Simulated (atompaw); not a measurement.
# What one change does to a pseudopotential (arsenic (As), PAW (atompaw))

```
Element                 : arsenic (As)
Generator               : atompaw 4.2.0.5
Type                    : PAW
Functional              : LDA (PW92)
Relativity              : scalar-relativistic
Frozen core             : [Ar]
Valence charge          : 15
Reference configuration : 3d10 4s2 4p1 (charge +2)
Partial waves           : 4s (bound): rc 1.30 bohr; 4s channel at -2.1 Ry: rc 1.30 bohr; 4p (bound): rc 2.00 bohr; 4p channel at -1.25 Ry: rc 2.00 bohr; 3d (bound): rc 0.65 bohr; 3d channel at -3.45 Ry: rc 0.65 bohr
Local potential         : bessel scheme, radius 1.75 bohr
Core correction         : smooth core density matched at 1.80 bohr
Augmentation charge     : gaussian compensation charge, radius 1.95 bohr; PAW radius 2.00 bohr; waves and projectors: custom rrkj vanderbiltortho
```

All-electron outer shells of the reference configuration (LDA (PW92), scalar-relativistic, ld1.x):

| shell | level (eV) | outermost node (bohr) | outermost maximum (bohr) |
| --- | --- | --- | --- |
| 3p | -154.85 | 0.22 | 0.52 |
| 3d | -62.26 | – | 0.47 |
| 4s | -33.77 | 0.73 | 1.55 |
| 4p | -22.95 | 0.77 | 1.81 |

Change: wave 4s channel at -2.1 Ry: rc 1.30 bohr becomes 4s channel at -2.1 Ry: rc 1.42 bohr.

Cutoffs: the cutoffs (Ry, on a coarse ladder) from which the occupation-weighted sum of valence levels, in a spherical-Bessel basis at the reference potential, stays within 10 and 1 mRy of its value at 400 Ry; they do not see the model core or the augmentation charge, which bear on the density cutoff.

What does the change do?

The range in which the s phases agree narrows (upper end at the end of the scan → -1.4); neither file shows a bound ghost.

```csv
quantity,base,changed
"cutoff, loose",over 300 Ry,over 300 Ry
"cutoff, tight",over 300 Ry,over 300 Ry
loose cutoff by channel (10 mRy a level),"s 21 Ry, p 10 Ry, d 230 Ry","s 12 Ry, p 10 Ry, d 230 Ry"
bound ghosts,none,none
s: phases at 2.00 bohr within 0.05 rad from the reference energy up to (Ry; the scan ends near 5),to the end of the scan,-1.4
p: phases at 2.00 bohr within 0.05 rad from the reference energy up to (Ry; the scan ends near 5),to the end of the scan,to the end of the scan
d: phases at 2.00 bohr within 0.05 rad from the reference energy up to (Ry; the scan ends near 5),to the end of the scan,to the end of the scan
lowest overlap eigenvalue by channel,"s 0.59, p 0.68, d 1.00","s 0.01, p 0.68, d 1.00"
```

 The cutoffs see the waves, projectors and local potential, not the compensation charge or the core.
